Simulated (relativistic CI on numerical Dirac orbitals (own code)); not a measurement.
# Co³⁺ in a cubic cluster: 1s photoemission with charge transfer

Computed with a charge-transfer multiplet model of a cubic metal-ligand cluster with up to 2 ligand holes, Slater and spin-orbit integrals from Dirac-Coulomb-Breit ions, Slater integrals scaled by 0.9. The parameters are those of a tetrahedral site (10Dq negative, t2 hopping the larger). The ground state mixes d6 with configurations of k ligand holes L, whose averages lie at kΔ + k(k − 1)U_dd/2; a core hole lowers each added d electron by U_cd. 300 K, Lorentzian 1.1 eV and Gaussian 0.6 eV FWHM.

Atomic integrals in eV (Slater integrals scaled, ζ unscaled), ground: F2dd 11.345, F4dd 7.087, zeta_d 0.071; with the core hole: F2dd 12.835, F4dd 8.055, zeta_d 0.101, G2cd 0.074.

Cluster parameters (eV): U_dd = 6.7, U_cd = 8.4, 10Dq = -0.15, 10Dq(ligand) = 0, V(eg) = 1.02, V(t2g) = -1.74, final-state hopping factor = 0.8.

Weights, n_d and S are thermal averages at 300 K. Binding energies count from the first peak over 30 % of the highest in each spectrum, which can be another peak from case to case. The parameters are a model scan and need not match a compound or its usual spin state. Peaks in eV (height, largest 100): 0.0 (100), 3.8 (18), 5.6 (30), 7.5 (24), 13.4 (25).

Which parameters give this spectrum?
A. Δ = 2.1 eV
B. Δ = 0.1 eV
C. Δ = -0.9 eV
D. Δ = -1.9 eV
E. Δ = 1.1 eV

D. Δ = -1.9 eV; the ground state then has 6.72 d electrons and S = 2.00. The choice follows from running the model for each set and comparing peak positions and heights. The space is cut while the next configuration still counts.
